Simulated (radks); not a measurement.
Isoelectronic series with 41 electrons, each ion in its NIST ground configuration. All-electron calculation, scalar-relativistic Kohn-Sham, PBEsol, spin-polarised, spherical densities, finite nucleus; open shells are filled with parallel spins first (spin-orbit coupling, left out, can overturn this in heavy ions); Fermi nuclear charge, rms radius of each element as measured or else 0.836 A^(1/3) + 0.57 fm. Program: a radial shooting solver on a logarithmic mesh with Libxc functionals. Total energies (hartree) and mean radii <r> (bohr):

ion    configuration  E (hartree)   4d up  4p down
Nb      [Kr] 4d4 5s1  -3817.56441   2.180    1.296
Mo+         [Kr] 4d5  -4046.27552   1.865    1.233
Tc2+        [Kr] 4d5  -4282.60140   1.604    1.166
Ru3+        [Kr] 4d5  -4526.48419   1.430    1.105
Rh4+        [Kr] 4d5  -4777.93527   1.301    1.049
Pd5+        [Kr] 4d5  -5036.97038   1.199   0.9988
Ag6+        [Kr] 4d5  -5303.61593   1.115   0.9529
Cd7+        [Kr] 4d5  -5577.89763   1.045   0.9111
In8+        [Kr] 4d5  -5859.85312  0.9849   0.8729
Sn9+        [Kr] 4d5  -6149.51334  0.9323   0.8378
Sb10+       [Kr] 4d5  -6446.91815  0.8858   0.8055
Te11+       [Kr] 4d5  -6752.10447  0.8443   0.7757
I12+        [Kr] 4d5  -7065.12153  0.8070   0.7480
Xe13+       [Kr] 4d5  -7386.00686  0.7732   0.7223
